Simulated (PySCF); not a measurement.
Isomers of CH10O2Si3. Computed with PBE0-D3(BJ)/def2-SVP geometry optimisation, gas phase (PySCF 2.14.0). One conformer each; no zero-point energy, no entropy. No frequencies were run at this level. Point groups hold within 0.08 Å.

Question: Rank from lowest to highest electronic energy at this level (kcal/mol).
A. `[CH3:1][Si@H:2]([SiH3:3])[O:4][SiH2:5][OH:6]` with C1–Si2–O4–Si5 73°, Si2–O4–Si5–O6 -58°, O4–Si5–O6–H -69°
B. `[OH:1][SiH2:2][O:3][SiH2:4][CH2:5][SiH3:6]` with H–O1–Si2–O3 -64°, O1–Si2–O3–Si4 -170°, Si2–O3–Si4–C5 16°, O3–Si4–C5–Si6 -55°
C. `[OH:1][Si@H:2]([CH2:3][SiH3:4])[O:5][SiH3:6]` with H–O1–Si2–C3 55°, O1–Si2–C3–Si4 -65°, O1–Si2–O5–Si6 141°

Answer: C (0.0), A (0.6), B (1.5).

Neighbours under 2.5 kcal/mol apart (O[Si@H](C[SiH3])O[SiH3] and C[Si@H]([SiH3])O[SiH2]O; C[Si@H]([SiH3])O[SiH2]O and O[SiH2]O[SiH2]C[SiH3]) can change places with a better method, another conformer or zero-point energy.

```
                 SMILES       E (Eh)  E rel (kcal/mol)  dipole (D)  point group       A, B, C (MHz)
O[Si@H](C[SiH3])O[SiH3]  -1062.18666               0.0        1.49           C1   1957, 1315, 920.6
C[Si@H]([SiH3])O[SiH2]O  -1062.18571               0.6        1.85           C1   2342, 1098, 941.2
  O[SiH2]O[SiH2]C[SiH3]  -1062.18424               1.5        1.19           C1  2970, 912.6, 735.7
```

Q: How do the relative energies change in single points at PBE0/pcSseg-1 (no added dispersion term) on the same geometries?

A: 
```csv
SMILES,PBE0-D3(BJ)/def2-SVP (kcal/mol),PBE0/pcSseg-1 (kcal/mol),shift
O[Si@H](C[SiH3])O[SiH3],0.0,0.0,0.0
C[Si@H]([SiH3])O[SiH2]O,0.6,0.3,-0.3
O[SiH2]O[SiH2]C[SiH3],1.5,1.1,-0.4
```

Each column counts from its own lowest isomer. The order is unchanged; the largest shift is 0.4 kcal/mol.

Q: As an exercise, what shares would exp(−E/RT) give at 1000 K from these electronic energies alone (no entropy, no degeneracies)?

A: RT = 1.987 kcal/mol: O[Si@H](C[SiH3])O[SiH3] 45.3 %, C[Si@H]([SiH3])O[SiH2]O 33.6 %, O[SiH2]O[SiH2]C[SiH3] 21.1 %.
